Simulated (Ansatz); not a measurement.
Cost and result for the atomization energy of BF₂HSSi (`FB1S[SiH]1F`) (6 atoms, 6 bonds).

```xyz
6

F    -0.053   -2.249    0.966
B     0.088   -1.117    0.327
S     1.182   -0.589   -0.991
Si   -0.272    0.721   -0.075
F     0.323    1.934    0.770
H    -1.267    1.302   -0.997
```

Total charge 0; spin multiplicity 1. The geometry is a stationary point of PBE0-D4/def2-TZVP. Program: Ansatz. All runs use 2 threads of an Arm Neoverse V2 on a shared host. Times are those of one run each, without the atoms' runs, and a repeat can differ threefold. Electronic energies, without spin–orbit coupling; frozen cores. CCSD(T)/CBS adds CCSD(T) − MP2 in def2-TZVPP to the MP2 limit, and its time is that of the two runs behind it. T1 = 0.015.

CCSD(T)/CBS is a level of theory with its own doubt, some kJ/mol a heavy atom from the limit and from the frozen cores, so smaller differences don't rank the functionals.

| level | functions | wall time |
| --- | --- | --- |
| LDA (SPW92)/def2-TZVPP | 191 | 1.1 s |
| BLYP-D4/def2-TZVPP | 191 | 2.2 s |
| CCSD(T)/def2-SVP | 83 | 2.6 s |
| PBE-D4/def2-TZVPP (with forces) | 191 | 2.7 s |
| BHLYP-D4/def2-TZVPP | 191 | 3.3 s |
| CAM-B3LYP-D4/def2-TZVPP | 191 | 3.7 s |
| B2PLYP/def2-TZVPP | 191 | 5.5 s |
| r2SCAN-D4/def2-TZVPP (with forces) | 191 | 6 s |
| PBE-QIDH/def2-TZVPP | 191 | 6 s |
| ωB97X-V/def2-TZVPP | 191 | 8.5 s |
| MP2/def2-QZVPP | 341 | 16 s |
| CCSD(T)/def2-TZVPP | 191 | 70 s |
| CCSD(T)/CBS(def2) | – | 86 s |

(1) What atomization energy does each give, and how far from CCSD(T)/CBS? (Estimate.)

Answers

(1) Computed: 
| level | atomization (kcal/mol) | difference from CCSD(T)/CBS | per bond |
| --- | --- | --- | --- |
| LDA (SPW92)/def2-TZVPP | 664.1 | 97.8 | 16.3 |
| BLYP-D4/def2-TZVPP | 565.7 | -0.6 | -0.1 |
| CCSD(T)/def2-SVP | 522.7 | -43.6 | -7.3 |
| PBE-D4/def2-TZVPP (with forces) | 585.2 | 18.9 | 3.2 |
| BHLYP-D4/def2-TZVPP | 540.6 | -25.7 | -4.3 |
| CAM-B3LYP-D4/def2-TZVPP | 566.0 | -0.3 | 0.0 |
| B2PLYP/def2-TZVPP | 560.0 | -6.3 | -1.0 |
| r2SCAN-D4/def2-TZVPP (with forces) | 575.9 | 9.6 | 1.6 |
| PBE-QIDH/def2-TZVPP | 565.7 | -0.6 | -0.1 |
| ωB97X-V/def2-TZVPP | 570.4 | 4.1 | 0.7 |
| MP2/def2-QZVPP | 585.5 | 19.2 | 3.2 |
| CCSD(T)/def2-TZVPP | 547.6 | -18.7 | -3.1 |
| CCSD(T)/CBS(def2) | 566.3 | 0.0 | 0.0 |

Leaving LDA and LC-ωPBE aside and taking each functional with its dispersion term where it has one, the values spread over 44.6 kcal/mol, from BHLYP-D4 to PBE-D4. LDA lies +82.4 kcal/mol from PBE without D4, its usual overbinding. In def2-TZVPP, CCSD(T) changes the Hartree–Fock value by +136.3 kcal/mol (the triples alone add +12.8 kcal/mol) and MP2 by +163.0 kcal/mol; breaking electron pairs costs correlation energy, which Hartree–Fock lacks. From PBE to PBE0 (25 % exact exchange), in def2-TZVPP and without D4, the atomization energy moves by −15.9 kcal/mol: exact exchange takes away binding that semilocal exchange gives to molecules.
